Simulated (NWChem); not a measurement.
System: BHCl, doublet; SMILES [BH]Cl

Input file for NWChem:

```
start job
memory heap 200 mb stack 900 mb global 1100 mb
geometry units angstroms noautoz
  B      0.132808     1.202989     0.000000
  Cl     0.022959    -0.512221     0.000000
  H     -0.831785     1.928546     0.000000
end
basis spherical
  B library 6-31g*
  Cl library 6-31g*
  H library 6-31g*
end
dft
  odft
  mult 2
  xc becke88 lyp
  iterations 200
end
task dft gradient
```

NWChem printed, in part:

```
             Northwest Computational Chemistry Package (NWChem) 7.3.0
             --------------------------------------------------------

 CS  symmetry detected

                             Geometry "geometry" -> ""
                             -------------------------

 Output coordinates in angstroms (scale by  1.889725989 to convert to a.u.)

  No.       Tag          Charge          X              Y              Z
 ---- ---------------- ---------- -------------- -------------- --------------
    1 B                    5.0000     0.13140304     1.23536612     0.00000000
    2 Cl                  17.0000     0.01007629    -0.47907022     0.00000000
    3 H                    1.0000    -0.82831207     1.96736307     0.00000000

 Effective nuclear repulsion energy (a.u.)      31.8413141137

      Symmetry information
      --------------------

 Group name             Cs
 Group number              2
 Group order               2
 No. of unique centers     3

                                 NWChem DFT Module
                                 -----------------

 Summary of "ao basis" -> "ao basis" (spherical)
 ------------------------------------------------------------------------------
       Tag                 Description            Shells   Functions and Types
 ---------------- ------------------------------  ------  ---------------------
 B                           6-31g*                  6       14   3s2p1d
 Cl                          6-31g*                  8       18   4s3p1d
 H                           6-31g*                  2        2   2s

      Symmetry analysis of basis
      --------------------------

        a'         25
        a"          9

            General Information
            -------------------
          SCF calculation type: DFT
          Wavefunction type:  spin polarized.
          No. of atoms     :     3
          No. of electrons :    23
           Alpha electrons :    12
            Beta electrons :    11
          Charge           :     0
          Spin multiplicity:     2
          Use of symmetry is: on ; symmetry adaption is: on
          Maximum number of iterations: 200
          AO basis - number of functions:    34
                     number of shells:    16
          Convergence on energy requested:  1.00D-06
          Convergence on density requested:  1.00D-05
          Convergence on gradient requested:  5.00D-04

              XC Information
              --------------
                    Becke 1988 Exchange Functional  1.000
              Lee-Yang-Parr Correlation Functional  1.000

             Grid Information
             ----------------
          Grid used for XC integration:  medium
          Radial quadrature: Mura-Knowles
          Angular quadrature: Lebedev.
          Tag              B.-S. Rad. Rad. Pts. Rad. Cut. Ang. Pts.
          ---              ---------- --------- --------- ---------
          B                   0.85       49           7.0       434
          Cl                  1.00       88           8.0       590
          H                   0.35       45           8.0       434
          Grid pruning is: on
          Number of quadrature shells:   182
          Spatial weights used:  Erf1

      Superposition of Atomic Density Guess
      -------------------------------------

 Sum of atomic energies:        -484.47490375

      Non-variational initial energy
      ------------------------------

 Total energy =    -484.863327
 1-e energy   =    -731.072278
 2-e energy   =     214.367638
 HOMO         =      -0.077625
 LUMO         =       0.023486

   Symmetry analysis of molecular orbitals - initial alpha
   -------------------------------------------------------

  Numbering of irreducible representations:

     1 a'          2 a"

  Orbital symmetries:

     1 a'          2 a'          3 a'          4 a'          5 a"
     6 a'          7 a'          8 a'          9 a'         10 a"
    11 a'         12 a'         13 a"         14 a'         15 a'
    16 a'         17 a'         18 a'         19 a"         20 a'
    21 a'         22 a"

   Symmetry analysis of molecular orbitals - initial beta
   ------------------------------------------------------

  Numbering of irreducible representations:

     1 a'          2 a"

  Orbital symmetries:

     1 a'          2 a'          3 a'          4 a'          5 a"
     6 a'          7 a'          8 a'          9 a'         10 a"
    11 a'         12 a'         13 a"         14 a'         15 a'
    16 a'         17 a'         18 a'         19 a"         20 a'
    21 a'         22 a"

   convergence    iter        energy       DeltaE   RMS-Dens  Diis-err
 ---------------- ----- ----------------- --------- --------- ---------
 d= 0,ls=0.0,diis     1   -485.5075167978 -5.17D+02  1.99D-02  7.10D-02
                                                     1.27D-02  6.12D-02
 d= 0,ls=0.0,diis     2   -485.4598126082  4.77D-02  1.11D-02  1.33D-01
                                                     1.06D-02  1.38D-01
 d= 0,ls=0.0,diis     3   -485.5445625030 -8.47D-02  3.40D-03  1.02D-02
                                                     3.08D-03  9.22D-03
 d= 0,ls=0.0,diis     4   -485.5508112613 -6.25D-03  1.00D-03  6.68D-04
                                                     8.02D-04  6.24D-04
 d= 0,ls=0.0,diis     5   -485.5512129095 -4.02D-04  1.54D-04  1.71D-05
                                                     1.33D-04  1.95D-05
  Resetting Diis
 d= 0,ls=0.0,diis     6   -485.5512248071 -1.19D-05  3.92D-05  8.68D-07
                                                     3.26D-05  9.69D-07
 d= 0,ls=0.0,diis     7   -485.5512255725 -7.65D-07  1.65D-05  5.86D-08
                                                     7.01D-06  2.47D-08
 d= 0,ls=0.0,diis     8   -485.5512255895 -1.70D-08  6.79D-06  2.99D-08
                                                     6.08D-06  3.76D-08

         Total DFT energy =     -485.551225589511
      One electron energy =     -731.683949108606
           Coulomb energy =      246.917689898782
    Exchange-Corr. energy =      -32.626280493357
 Nuclear repulsion energy =       31.841314113670

 Numeric. integr. density =       22.999999874005

                  Occupations of the irreducible representations
                  ----------------------------------------------

                     irrep           alpha         beta
                     --------     --------     --------
                     a'               10.0          9.0
                     a"                2.0          2.0

                    DFT Final Alpha Molecular Orbital Analysis
                    ------------------------------------------

 Vector   10  Occ=1.000000D+00  E=-3.235979D-01  Symmetry=a"
              MO Center=  2.4D-02, -2.8D-01, -1.7D-15, r^2= 1.3D+00
   Bfn.  Coefficient  Atom+Function         Bfn.  Coefficient  Atom+Function
  ----- ------------  ---------------      ----- ------------  ---------------
    23      0.692398  2 Cl pz                27      0.343594  2 Cl pz
    19     -0.271773  2 Cl pz                 5      0.173426  1 B  pz
     9      0.088536  1 B  pz                29      0.027569  2 Cl d -1
    11     -0.025169  1 B  d -1

 Vector   11  Occ=1.000000D+00  E=-3.120698D-01  Symmetry=a'
              MO Center=  8.5D-02, -1.8D-02,  2.3D-16, r^2= 1.9D+00
   Bfn.  Coefficient  Atom+Function         Bfn.  Coefficient  Atom+Function
  ----- ------------  ---------------      ----- ------------  ---------------
    21      0.620016  2 Cl px                25      0.304772  2 Cl px
    17     -0.242548  2 Cl px                22     -0.232640  2 Cl py
     4      0.166551  1 B  py                 6      0.136928  1 B  s
    34      0.126279  3 H  s                  3      0.115987  1 B  px
    26     -0.100040  2 Cl py                 2      0.096637  1 B  s

 Vector   12  Occ=1.000000D+00  E=-1.630562D-01  Symmetry=a'
              MO Center=  3.9D-01,  1.1D+00,  2.5D-16, r^2= 2.0D+00
   Bfn.  Coefficient  Atom+Function         Bfn.  Coefficient  Atom+Function
  ----- ------------  ---------------      ----- ------------  ---------------
     6      0.511305  1 B  s                  3      0.458713  1 B  px
     7      0.327675  1 B  px                21     -0.320464  2 Cl px
    25     -0.240596  2 Cl px                34     -0.208535  3 H  s
     2      0.160858  1 B  s                 33     -0.136913  3 H  s
    22     -0.133895  2 Cl py                 4      0.131627  1 B  py

 Vector   13  Occ=0.000000D+00  E=-9.451896D-02  Symmetry=a"
              MO Center=  1.2D-01,  1.0D+00, -7.0D-16, r^2= 2.0D+00
   Bfn.  Coefficient  Atom+Function         Bfn.  Coefficient  Atom+Function
  ----- ------------  ---------------      ----- ------------  ---------------
     9      0.576359  1 B  pz                 5      0.555698  1 B  pz
    23     -0.303712  2 Cl pz                27     -0.280072  2 Cl pz
    19      0.113519  2 Cl pz                29      0.069452  2 Cl d -1

[...]

                         DFT ENERGY GRADIENTS

    atom               coordinates                        gradient
                 x          y          z           x          y          z
   1 B       0.248316   2.334503   0.000000    0.000263  -0.012659   0.000000
   2 Cl      0.019041  -0.905311   0.000000    0.001180   0.010814   0.000000
   3 H      -1.565283   3.717777   0.000000   -0.001443   0.001845   0.000000
```

Level: BLYP/6-31G* (spherical d), spin-unrestricted. In the optimisation the excess spin sits in a' (Cs, its own frame). The geometry was optimised at PBE0/def2-SVP, spin-unrestricted. No stability test was run on the SCF state.
